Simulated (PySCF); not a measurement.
H$_{3}$O$_{3}$Ti, doublet, geometry from GFN2-xTB (such geometries of metal compounds can be far from the true shape) (the multiplicity is a formal guess); PBE0/3-21G in PySCF.

Input for PySCF:
```python
from pyscf import gto, scf, dft

mol = gto.Mole()
mol.atom = '''
    Ti   -0.00000000    0.00000000   -0.00000000
    O     1.48908689   -0.02114347   -0.87079164
    H     2.31453910   -0.49707903   -0.73753591
    O    -0.18885001   -0.97643118    1.40961793
    H    -0.92135724   -1.10344426    2.02030929
    O    -1.30023687    0.99757465   -0.53882628
    H    -1.39318186    1.60052328   -1.28277338
'''
mol.basis = '3-21g'
mol.spin = 1
mol.verbose = 4
mol.build()

mf = dft.UKS(mol)
mf.xc = 'pbe0'
mf.kernel()
```

Output, abridged:

```
PySCF version 2.14.0

[INPUT] verbose = 4
[INPUT] num. atoms = 7
[INPUT] num. electrons = 49
[INPUT] charge = 0
[INPUT] spin (= nelec alpha-beta = 2S) = 1
[INPUT] symmetry False subgroup None
[INPUT] Mole.unit = angstrom
[INPUT] Symbol           X                Y                Z      unit          X                Y                Z       unit  Magmom
[INPUT]  1 Ti     0.000000000000   0.000000000000   0.000000000000 AA    0.000000000000   0.000000000000   0.000000000000 Bohr   0.0
[INPUT]  2 O      1.489086890000  -0.021143470000  -0.870791640000 AA    2.813966397780  -0.039955367623  -1.645557711161 Bohr   0.0
[INPUT]  3 H      2.314539100000  -0.497079030000  -0.737535910000 AA    4.373845003597  -0.939343228964  -1.393740876932 Bohr   0.0
[INPUT]  4 O     -0.188850010000  -0.976431180000   1.409617930000 AA   -0.356874797521  -1.845187509686   2.663791827976 Bohr   0.0
[INPUT]  5 H     -0.921357240000  -1.103444260000   2.020309290000 AA   -1.741112846485  -2.085207445123   3.817831245014 Bohr   0.0
[INPUT]  6 O     -1.300236870000   0.997574650000  -0.538826280000 AA   -2.457091581362   1.885142877309  -1.018234097918 Bohr   0.0
[INPUT]  7 H     -1.393181860000   1.600523280000  -1.282773380000 AA   -2.632732157112   3.024550655191  -2.424090368083 Bohr   0.0

nuclear repulsion = 230.673319484248
number of shells = 32
number of NR pGTOs = 108
number of NR cGTOs = 60
basis = 3-21g
ecp = {}

******** <class 'pyscf.dft.uks.UKS'> ********
method = UKS
initial guess = minao
damping factor = 0
level_shift factor = 0
DIIS = <class 'pyscf.scf.diis.CDIIS'>
diis_start_cycle = 1
diis_space = 8
diis_damp = 0
SCF conv_tol = 1e-09
SCF conv_tol_grad = None
SCF max_cycles = 50
direct_scf = True
direct_scf_tol = 1e-13
number electrons alpha = 25  beta = 24
XC library pyscf.dft.libxc version 7.1.2
    S. Lehtola, C. Steigemann, M. J. T. Oliveira, and M. A. L. Marques,  SoftwareX 7, 1–5 (2018)
XC functionals = pbe0
    C. Adamo and V. Barone,  J. Chem. Phys. 110, 6158 (1999)
    M. Ernzerhof and G. E. Scuseria,  J. Chem. Phys. 110, 5029 (1999)
radial grids:
    Treutler-Ahlrichs [JCP 102, 346 (1995); DOI:10.1063/1.469408] (M4) radial grids

becke partition: Becke, JCP 88, 2547 (1988); DOI:10.1063/1.454033
pruning grids: <function nwchem_prune>
grids dens level: 3
symmetrized grids: False
atomic radii adjust function: <function treutler_atomic_radii_adjust>
small_rho_cutoff = 0
Set gradient conv threshold to 3.16228e-05
tot grids = 92576
init E= -1070.68189353523

cycle= 1 E= -1070.94166907896  delta_E= -0.26  |g|= 0.896  |ddm|= 1.87
cycle= 2 E= -1068.35021796407  delta_E= 2.59  |g|= 2.91  |ddm|= 1.85
cycle= 3 E= -1071.16592877005  delta_E= -2.82  |g|= 0.348  |ddm|= 1.58
cycle= 4 E= -1071.2146742412  delta_E= -0.0487  |g|= 0.203  |ddm|= 0.675
cycle= 5 E= -1071.23780870274  delta_E= -0.0231  |g|= 0.0185  |ddm|= 0.143
cycle= 6 E= -1071.23816180459  delta_E= -0.000353  |g|= 0.00281  |ddm|= 0.0434
cycle= 7 E= -1071.23818232334  delta_E= -2.05e-05  |g|= 0.000273  |ddm|= 0.0193
cycle= 8 E= -1071.23818245563  delta_E= -1.32e-07  |g|= 7.56e-05  |ddm|= 0.000958
cycle= 9 E= -1071.23818246137  delta_E= -5.73e-09  |g|= 9.25e-05  |ddm|= 0.000204
cycle= 10 E= -1071.23818246549  delta_E= -4.12e-09  |g|= 1.78e-05  |ddm|= 9.55e-05
cycle= 11 E= -1071.23818246581  delta_E= -3.23e-10  |g|= 2.37e-06  |ddm|= 4.61e-05
Extra cycle  E= -1071.23818246581  delta_E= 3.87e-12  |g|= 4.41e-06  |ddm|= 9.71e-06
converged SCF energy = -1071.23818246581  <S^2> = 0.7533721  2S+1 = 2.0033693
```
